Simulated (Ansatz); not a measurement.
Reaction (formal exchange of groups at a C–O bond): `C[O][Al]([OH])[Cl]` + `C=CBCl` → `C/C=C\BCl` + `[OH][Al]([OH])[Cl]`

Isolated molecules relaxed with PBE0-D4/def2-TZVP in Ansatz; ΔE leaves out vibrations. CCSD(T)/CBS adds triple-zeta CCSD(T) − MP2 to the extrapolated MP2 energy (def2 sets, frozen cores). This one scheme is used for every species. DFT in def2-TZVPP. Each species was taken in one conformer, which may not be the lowest.

| level | ΔE (kJ/mol) | difference from CCSD(T)/CBS |
| --- | --- | --- |
| PBE-D4 | -73.6 | -2.1 |
| r2SCAN-D4 | -73.2 | -1.7 |
| ωB97M-V | -69.4 | 2.1 |
| PBE | -72.6 | -1.1 |
| PBE0 | -72.6 | -1.1 |
| MP2/def2-TZVPP | -76.0 | -4.5 |
| HF/def2-QZVPP | -54.3 | 17.2 |
| SCS-MP2/def2-QZVPP | -69.9 | 1.6 |
| HF/CBS(def2) | -54.3 | 17.2 |
| CCSD/CBS(def2) | -69.7 | 1.8 |
| CCSD(T)/CBS | -71.5 | 0 |

Largest T1 diagnostic among the species: 0.012.

In def2-TZVPP, CCSD(T) changes the Hartree–Fock value by −14.1 kJ/mol (the triples alone add −1.7 kJ/mol) and MP2 by −21.3 kJ/mol.
